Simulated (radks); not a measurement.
Values are calculated unless marked as measured or tabulated.
The nuclear charge of the argon ion Ar2+ is varied continuously with 16 electrons held in [Ne] 3s2 3p4. Code: a radial shooting solver on a logarithmic mesh with Libxc functionals. Model: Dirac Kohn-Sham, PBE, spin-unpolarised, spherical densities, point nucleus; open shells fill j = l - 1/2 first. By the Hellmann-Feynman theorem dE/dZ = E(electron-nucleus)/Z, the electronic potential at the nucleus.

Z      E (hartree)  E(electron-nucleus)/Z (hartree)   HOMO  e(HOMO) (eV)  <r> HOMO (bohr)
17      -460.92838                         -64.2741  3p3/2       -19.364            1.709
17.25   -477.14641                         -65.4702  3p3/2       -23.032            1.641
17.5    -493.66343                         -66.6659  3p3/2       -26.918            1.579
17.75   -510.47937                         -67.8615  3p3/2       -31.018            1.522
18      -527.59419                         -69.0570  3p3/2       -35.329            1.470
18.25   -545.00789                         -70.2526  3p3/2       -39.850            1.421
18.5    -562.72049                         -71.4482  3p3/2       -44.578            1.377
18.75   -580.73201                         -72.6440  3p3/2       -49.512            1.335
19      -599.04252                         -73.8401  3p3/2       -54.649            1.296

The central difference of E at Z = 18 is -69.057 hartree, to compare with the third column; the second derivative is -4.78 hartree.
